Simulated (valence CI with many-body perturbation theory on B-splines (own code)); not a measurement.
## Hg⁴⁸⁺: electric-dipole lines

Level of theory: valence CI with perturbative core correlation (CI+MBPT): four valence electrons over a frozen Dirac-Fock core [Ar] 3d10, radial functions for each j: 11 s, 11 p, 10 d, 8 f, 5 g, 2 h, with the one-electron correlation potential Σ1 (screened to all orders), the two-electron term Σ2, the three-electron term Σ3, Breit, model QED; selected single and double excitations, second order for the rest, scaled by the run's own slope (own B-spline code, finite nucleus).

No measured spectrum was set against this ion. As an estimate, large intervals hold to a few tenths of a per cent, small ones and those within an open d or f shell to about a per cent. Among the levels kept, up to 390 cm⁻¹ of a level comes from second order outside the variational space, and about a tenth of that is noise between levels of different J, which matters for small intervals.

Lines 1 to 50 of 561 in falling wavelength, among levels below 840.25 eV, chosen from the strongest by gf and those to the six lowest levels. Wavelengths and rates use the calculated energies. Electric multipoles are in the length gauge, E1 and E2 with the static RPA response of the core. Weak lines are less certain than strong ones. Lines between different terms over intervals too small for the method are left out, as are lines whose strength nearly cancels. Where a level lies close to another of its J and parity, the split of strength between their lines is uncertain. The highest levels of a list are the least certain.

Levels are named by their leading jj configuration (3d3/2^4 stands for four electrons in 3d with j = 3/2), which in mixed levels can hold well under half, so a name can repeat and another be missing. Letters in brackets count levels of one name in rising energy.

```
λ vac (Å)                           Upper                           Lower   A (s⁻¹)  S (a.u.)
    583.5              (4s^2 4p3/2^2) J=2          (4s 4p1/2^2 4p3/2) J=1  1.48e+06  7.26e-04
    329.2              (4s^2 4p3/2^2) J=2          (4s 4p1/2^2 4p3/2) J=2  4.78e+06  4.21e-04
    271.6          (4s^2 4p1/2 4d3/2) J=1              (4s^2 4p3/2^2) J=2  1.35e+07  4.00e-04
    190.7          (4s^2 4p1/2 4d5/2) J=2              (4s^2 4p3/2^2) J=2  9.99e+07  1.71e-03
    186.9          (4s^2 4p1/2 4d5/2) J=3              (4s^2 4p3/2^2) J=2  7.11e+07  1.60e-03
    137.9          (4s 4p1/2 4d3/2^2) J=3              (4s^2 4d3/2^2) J=2  9.54e+09  8.65e-02
    127.1      (4s 4p1/2 4d3/2 4d5/2) J=5          (4s^2 4d3/2 4d5/2) J=4  1.43e+10  1.60e-01
    127.0      (4s 4p1/2 4p3/2 4d3/2) J=4          (4s^2 4p3/2 4d3/2) J=3  1.13e+10  1.03e-01
    122.7      (4s 4p1/2 4p3/2^2) J=2 [a]              (4s^2 4p3/2^2) J=2  2.41e+09  1.10e-02
    116.7      (4s 4p1/2 4p3/2 4f7/2) J=6          (4s^2 4p3/2 4f7/2) J=5  2.00e+10  2.04e-01
    116.3      (4s 4p1/2 4p3/2 4d5/2) J=5          (4s^2 4p3/2 4d5/2) J=4  1.86e+10  1.58e-01
    116.0      (4s 4p1/2 4d5/2^2) J=5 [a]          (4s^2 4d5/2^2) J=4 [a]  1.56e+10  1.33e-01
    115.7          (4s 4p1/2^2 4p3/2) J=2          (4s^2 4p1/2 4p3/2) J=2  1.39e+10  5.34e-02
    115.4       (4p1/2^2 4p3/2 4d5/2) J=4  (4s 4p1/2 4p3/2 4d5/2) J=3 [c]  1.23e+10  8.40e-02
    115.3      (4s 4p1/2 4d5/2^2) J=5 [b]          (4s^2 4d5/2^2) J=4 [b]  1.67e+10  1.39e-01
    113.6  (4s 4p1/2 4p3/2 4d5/2) J=4 [c]          (4s^2 4p3/2 4d5/2) J=3  1.26e+10  8.19e-02
    113.6  (4s 4p1/2 4d3/2 4d5/2) J=4 [c]          (4s^2 4d3/2 4d5/2) J=4  9.65e+09  6.28e-02
    113.2       (4p1/2^2 4p3/2 4d5/2) J=3  (4s 4p1/2 4p3/2 4d5/2) J=2 [d]  1.68e+10  8.40e-02
    113.1  (4s 4p1/2 4p3/2 4f7/2) J=5 [b]          (4s^2 4p3/2 4f7/2) J=4  1.30e+10  1.02e-01
    112.9          (4s 4p1/2^2 4f5/2) J=3          (4s^2 4p1/2 4f5/2) J=2  2.22e+10  1.10e-01
    112.7          (4s 4p1/2^2 4d5/2) J=3          (4s^2 4p1/2 4d5/2) J=3  1.52e+10  7.50e-02
    112.6  (4s 4p1/2 4p3/2 4d5/2) J=3 [a]          (4s^2 4p3/2 4d5/2) J=2  1.32e+10  6.52e-02
    112.5          (4s 4p1/2 4p3/2^2) J=3              (4s^2 4p3/2^2) J=2  1.76e+10  8.67e-02
    111.4          (4s 4p1/2^2 4d5/2) J=3          (4s^2 4p1/2 4d5/2) J=2  2.09e+10  9.98e-02
    110.8          (4s 4p1/2^2 4p3/2) J=2          (4s^2 4p1/2 4p3/2) J=1  1.67e+10  5.60e-02
    110.5       (4p1/2^2 4p3/2 4d5/2) J=3  (4s 4p1/2 4p3/2 4d5/2) J=3 [d]  2.00e+10  9.34e-02
    110.0  (4s 4p1/2 4p3/2 4f7/2) J=3 [e]              (4s^2 4d5/2^2) J=2  1.41e+10  6.49e-02
    109.5  (4s 4p1/2 4p3/2 4f5/2) J=4 [b]          (4s^2 4d5/2^2) J=4 [a]  1.10e+10  6.43e-02
    109.5          (4s 4p1/2^2 4d3/2) J=1          (4s^2 4p1/2 4d3/2) J=2  3.26e+10  6.34e-02
    109.0          (4s 4p1/2^2 4f7/2) J=4          (4s^2 4p1/2 4f7/2) J=4  1.63e+10  9.38e-02
    108.9       (4p1/2^2 4p3/2 4d5/2) J=4  (4s 4p1/2 4p3/2 4d5/2) J=4 [b]  1.18e+10  6.80e-02
    108.8  (4s 4p1/2 4p3/2 4f7/2) J=4 [b]          (4s^2 4p3/2 4f7/2) J=4  1.09e+10  6.24e-02
    108.8          (4s 4p1/2^2 4f7/2) J=4          (4s^2 4p1/2 4f7/2) J=3  2.50e+10  1.43e-01
    108.5  (4s 4p1/2 4p3/2 4d3/2) J=3 [c]          (4s^2 4p3/2 4d3/2) J=3  1.61e+10  7.10e-02
    108.2       (4p1/2^2 4p3/2 4d3/2) J=3  (4s 4p1/2 4p3/2 4d3/2) J=3 [c]  2.09e+10  9.14e-02
    108.2  (4s 4p1/2 4p3/2 4d5/2) J=2 [c]          (4s^2 4p3/2 4d5/2) J=1  2.27e+10  7.10e-02
    108.0      (4s 4p1/2 4d5/2^2) J=4 [b]          (4s^2 4d5/2^2) J=4 [b]  2.12e+10  1.18e-01
    107.7       (4p1/2^2 4p3/2 4d3/2) J=2  (4s 4p1/2 4p3/2 4d3/2) J=2 [b]  2.22e+10  6.83e-02
    106.7          (4s 4p1/2^2 4f7/2) J=3          (4s^2 4p1/2 4f7/2) J=4  3.43e+10  1.44e-01
    106.4          (4s 4p1/2^2 4f5/2) J=3          (4s^2 4p1/2 4f5/2) J=3  2.06e+10  8.58e-02
    106.3          (4s 4p1/2^2 4f5/2) J=2          (4s^2 4p1/2 4f5/2) J=3  3.17e+10  9.39e-02
    105.7  (4s 4p1/2 4p3/2 4d5/2) J=2 [b]          (4s^2 4p3/2 4d5/2) J=2  1.98e+10  5.78e-02
    105.7          (4s 4p1/2^2 4d3/2) J=2          (4s^2 4p1/2 4d3/2) J=2  2.32e+10  6.75e-02
    105.6       (4p1/2^2 4p3/2 4d5/2) J=1  (4s 4p1/2 4p3/2 4d5/2) J=2 [c]  4.61e+10  8.05e-02
    104.6          (4s 4p1/2^2 4d5/2) J=2          (4s^2 4p1/2 4d5/2) J=3  3.69e+10  1.04e-01
    104.6  (4s 4p1/2 4p3/2 4f5/2) J=2 [c]          (4s^2 4p3/2 4f5/2) J=1  2.22e+10  6.27e-02
    104.3       (4p1/2^2 4p3/2 4d5/2) J=2  (4s 4p1/2 4p3/2 4d5/2) J=2 [b]  2.90e+10  8.13e-02
    103.9  (4s 4p1/2 4p3/2 4d5/2) J=3 [d]          (4s^2 4p3/2 4d5/2) J=3  2.21e+10  8.57e-02
    102.6  (4s 4p1/2 4p3/2 4f7/2) J=5 [c]          (4s^2 4p3/2 4f7/2) J=5  2.16e+10  1.27e-01
    101.8  (4s 4p1/2 4p3/2 4f7/2) J=4 [d]          (4s^2 4p3/2 4f7/2) J=5  2.39e+10  1.12e-01
```
